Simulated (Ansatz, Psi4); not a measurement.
Psi4 was given this input:
```
memory 2 GB

molecule mol {
0 1
C    -0.001023    0.007108    0.481001
H    -0.003344    0.023236    1.572333
Cl    0.009258    1.673966   -0.112156
Cl    1.446620   -0.846731   -0.071848
Cl   -1.455321   -0.831110   -0.078251
}

set {
  basis sto-3g
  reference rks
  scf_type pk
  puream true
  d_convergence 1e-8
  dft_radial_points 99
  dft_spherical_points 590
}

energy('pbe')
print_variables()
```

Write the same job for Ansatz (a quantum-chemistry and plane-wave program).

One answer among several that fit: 
Ansatz 0.2 input:
```yaml
crystal:
  periodic: [false, false, false]
  atoms:
    - {symbol: C, position_ang: [-0.00102295, 0.00710830, 0.48100116]}
    - {symbol: H, position_ang: [-0.00334391, 0.02323614, 1.57233262]}
    - {symbol: Cl, position_ang: [0.00925814, 1.67396575, -0.11215631]}
    - {symbol: Cl, position_ang: [1.44662035, -0.84673105, -0.07184825]}
    - {symbol: Cl, position_ang: [-1.45532076, -0.83111035, -0.07825071]}
basis:
  gaussian:
    orbitals: STO-3G
hamiltonian:
  xc: pbe
accuracy: high
```

Both were run: Psi4 gave -1403.120725 Eh and Ansatz -1403.120725 Eh, 0.000 mEh apart.
